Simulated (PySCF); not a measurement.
Start geometry of `c1(ccc(cc1)B(O)O)S` from GFN2-xTB (Å):
```
atom  x, y, z in Å
O1    -3.2283    0.2515    0.4123
B2    -2.2653   -0.1685   -0.4203
O3    -2.6452   -0.7573   -1.5850
C4    -0.6831   -0.0249   -0.1033
C5    -0.2352    0.6694    0.9947
C6     1.1159    0.7885    1.2581
C7     2.0431    0.1781    0.4060
S8     3.7714    0.3470    0.7637
C9     1.5794   -0.5211   -0.6814
C10    0.2227   -0.6240   -0.9313
H11   -2.9778    0.6846    1.2330
H12   -3.5679   -0.8042   -1.6941
H13   -0.9504    1.1698    1.6755
H14    1.4601    1.3357    2.1259
H15    4.1845   -0.3714   -0.2772
H16    2.2862   -0.9846   -1.3627
H17   -0.1267   -1.1568   -1.8036
```

Q: What comes out of this run: PBE0-D3(BJ)/def2-SVP geometry optimisation, gas phase (PySCF)?

A: 
```
atom  x, y, z in Å
O1    -3.201    0.410    0.419
B2    -2.235    0.011   -0.460
O3    -2.626   -0.424   -1.688
C4    -0.705    0.021   -0.124
C5    -0.185    0.653    1.015
C6     1.173    0.646    1.308
C7     2.067   -0.011    0.453
S8     3.776    0.007    0.882
C9     1.571   -0.647   -0.693
C10    0.209   -0.623   -0.971
H11   -2.857    0.642    1.285
H12   -3.585   -0.411   -1.777
H13   -0.851    1.187    1.702
H14    1.545    1.153    2.202
H15    4.213   -0.697   -0.182
H16    2.256   -1.162   -1.372
H17   -0.163   -1.118   -1.871
```

The energy falls by 17.8 kJ/mol over 9 energy and gradient evaluations, the largest force component goes from 0.0605 to 3.5e-04 Eh/bohr, and the atoms move by 0.068 Å rms after alignment. The bond that changes most is B2–C4 (three-coordinate boron to substituted aromatic carbon), which shortens by 0.053 Å. Bonds longer at the end by more than 0.005 Å: 11 of 17; shorter: 3. Among the angles that change most is B2–O1–H11, from 119.0° to 113.5°. Rotational constants go from 3725, 527.5, 462.4 to 3649, 527.5, 462.0 MHz. The orientation of the end geometry is arbitrary; only internal coordinates are fixed.

The run used 179 basis functions and 63 SCF cycles in all. Hardware: one thread, Intel Xeon 6975P-C (x86_64), no GPU, shared host with 192 logical CPUs at a one-minute load of 91. Cost: 1.7 min wall, 0.77 GiB resident at most.

Stationary, but not proved a minimum. The numbers are those of one conformer.
